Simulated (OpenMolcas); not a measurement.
# I5+: from CASSCF to CASPT2

```json
{
  "Program": "OpenMolcas 26.06",
  "Basis": "ANO-RCC-VQZP [8s7p5d3f2g]",
  "Scalar Hamiltonian": "DKH2, point nucleus",
  "Active space": "2 electrons in 8 orbitals (5s 5p 6s 6p)",
  "State averaging": "2S+1 = 3 even, 3 roots; 2S+1 = 1 even, 7 roots; 2S+1 = 3 odd, 3 roots; 2S+1 = 1 odd, 3 roots",
  "Spin-orbit coupling": "RASSI with atomic mean-field integrals over the reference wave functions, term energies averaged over their components"
}
```

Methods on the same reference wave functions:
A. CASSCF
B. SS-CASPT2, IPEA 0.25 Eh, imaginary shift 0.1 Eh (closed shells correlated: 4d)
C. MS-CASPT2, IPEA 0.25 Eh, imaginary shift 0.1 Eh (closed shells correlated: 4d)
D. XMS-CASPT2, IPEA 0.25 Eh, imaginary shift 0.1 Eh (closed shells correlated: 4d)

Energies in cm-1 above 5s2 1S0, the measured ground level; measured values from the list in Rauch et al., Astron. Astrophys. 606, A105 (2017).

```tsv
Level	A	B	C	D	Measured
5s2 1S0	0.0	0.0	0.0	0.0	0.0
5s 5p 3P* 0	82230	86010	86590	87200	85666
5s 5p 3P* 1	85644	89160	89740	90340	89262
5s 5p 3P* 2	94144	97920	98500	99120	99685
5s 5p 1P* 1	137273	124560	125140	125120	127424
5p2 3P0	200802	201010	201570	202160	200085
5p2 3P1	206925	207760	208340	208880	208474
```

Deviations, from unrounded energies. A percentage is the sum of absolute deviations over the sum of measured energies, with the sign that they share, or ± where signs differ.

```
           Against measurement  Levels     A     B     C     D
mean absolute deviation (cm-1)       6  4100  1100  1100  1300
      other configurations (%)       6  ±3.0  ±0.8  ±0.8  ±1.0
```

B, C lie about equally close to measurement and A furthest from it. The largest miss of C in the table is 5s 5p 1P* 1, by -2300 cm-1. The ranking rests on the paired levels alone, and a cruder setting can come out closer through cancelling errors.

Among B to D the level of the table that moves most is 5s 5p 3P* 2, by 1200 cm-1 (lowest in B, highest in D). Moves below CASPT2's spread within the term are not significant.

The lowest spin-free term lies below A's lowest term by 0.453 hartree in B, 0.455 hartree in C, 0.460 hartree in D.

Term energies are means over components that CASPT2 splits; among the terms shown or strongly mixed into the levels shown the widest spread is 57 cm-1 (5s 5p 1P*, D). Over all roots computed the reference weight is 0.88 to 0.95 in B, 0.88 to 0.95 in C, 0.80 to 0.95 in D; the roots of lowest weight are the least certain, and an intruder state may touch them. Active for correlation alone: 6p 6s; no level in the range computed is led by a configuration that fills them, so any true level of that kind is missing. The ¹D term of p² mixes with s d, which this space lacks. Computed and measured levels are paired by configuration, term and J; levels that our copy of the source lacks, or whose pairing is in doubt (as where it misses far off the trend of its configuration), stay unpaired and out of the deviations. Levels of configurations outside the active space are missing. The table leaves out levels that lie high or whose names do not pair safely across all columns.

* marks odd parity.
